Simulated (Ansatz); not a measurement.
Total energies of BH₈NO₂Si₂ (`NB(O[SiH3])O[SiH3]`).

```xyz
14

N     0.9047   -0.7969    1.6613
B     0.0626   -0.4607    0.5879
O     0.3688    0.5372   -0.3114
Si    1.5855    1.6019   -0.5653
O    -1.1126   -1.1453    0.4186
Si   -2.2594   -0.9460   -0.7470
H     1.7767   -0.3394    1.8517
H     0.6617   -1.5264    2.3061
H     2.6254    1.4788    0.4954
H     2.2068    1.3288   -1.8841
H     1.0362    2.9793   -0.5461
H    -1.6966   -1.1962   -2.0991
H    -3.3249   -1.9379   -0.4652
H    -2.8349    0.4229   -0.7031
```

Total charge 0; spin multiplicity 1. All single points use the PBE0-D4/def2-TZVP geometry. It is one conformer, not always the lowest. Basis def2-TZVPP, Ansatz 0.2.0.

RPA on PBE orbitals: Hartree–Fock energy of these orbitals -811.67548 Eh, correlation -1.70515 Eh (frozen core).

```csv
functional,kind,energy without D4 (Eh),D4 term (kJ/mol)
B97M-V,meta-GGA with VV10,-814.00005,–
B2PLYP,double hybrid,-813.78593,–
```

Q: Give the same for LDA (SPW92), PBE, revPBE, BLYP, r2SCAN, PBE0, B3LYP, r2SCANh, r2SCAN0, HSE06 (plane-wave form), BHLYP, CAM-B3LYP, LC-ωPBE, ωB97X-V, ωB97M-V, PBE-QIDH. (An estimate is asked.)

A: Computed: 
```tsv
functional	kind	energy without D4 (Eh)	D4 term (kJ/mol)
LDA (SPW92)	LDA	-810.01409	–
PBE	GGA	-813.59900	-30.8
revPBE	GGA	-813.97213	-91.6
BLYP	GGA	-814.11644	-66.8
r2SCAN	meta-GGA	-814.01415	-8.1
PBE0	global hybrid, 25 % exact exchange	-813.67589	-26.4
B3LYP	global hybrid, 20 %	-814.24608	-49.3
r2SCANh	meta-GGA hybrid, 10 %	-813.99977	-8.6
r2SCAN0	meta-GGA hybrid, 25 %	-813.97961	-9.5
HSE06 (plane-wave form)	screened hybrid	-813.65088	-24.7
BHLYP	global hybrid, 50 %	-814.08513	-37.6
CAM-B3LYP	range-separated hybrid	-814.12239	-26.9
LC-ωPBE	long-range corrected hybrid	-813.86528	–
ωB97X-V	range-separated hybrid GGA with VV10	-814.02579	–
ωB97M-V	range-separated hybrid meta-GGA with VV10	-814.06331	–
PBE-QIDH	double hybrid	-813.48390	–
```

B3LYP takes the VWN-RPA correlation (the form of Gaussian; ORCA's B3LYP/G). HSE06 is the plane-wave form, built on full-range PBE exchange. The double hybrids freeze the cores in their second-order part.

LC-ωPBE has ω = 0.4 bohr⁻¹.
